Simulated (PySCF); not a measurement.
**A thermochemical cycle for KBr**

CCSD(T) in PySCF with x2c-SVPall on every atom, spin-free X2C, for the lowest determinant that a PBE0 search found; no spin–orbit coupling. KBr, a singlet (closed shell), has De = 3.49 eV to neutral atoms, and KBr⁺, a doublet (π ↑), has De = 0.28 eV to K⁺ + Br.

The adiabatic ionisation energy of KBr, between the minima, is 7.34 eV.

**Question.** Which ionisation energy of the K atom does this level give?

**Answer.** IE(K) = IE(molecule) + De(ion) − De(neutral) = 7.34 + 0.28 − 3.49 = 4.13 eV; the measured value is 4.341 eV (NIST ASD).

Correlated steps freeze 14 core orbitals. Weak bonds: KBr⁺. Basis-set superposition, not corrected here, can be much of De in a small basis, most of all at correlated wavefunction levels. Spin–orbit coupling is left out. For an ion De counts to the pair picked by the measured ionisation energies or electron affinities, which need not be the lowest pair at this level. Where the molecule has an RHF reference, its open-shell atoms are computed with UHF. States were picked by a PBE0 search and need not be the measured ground states.
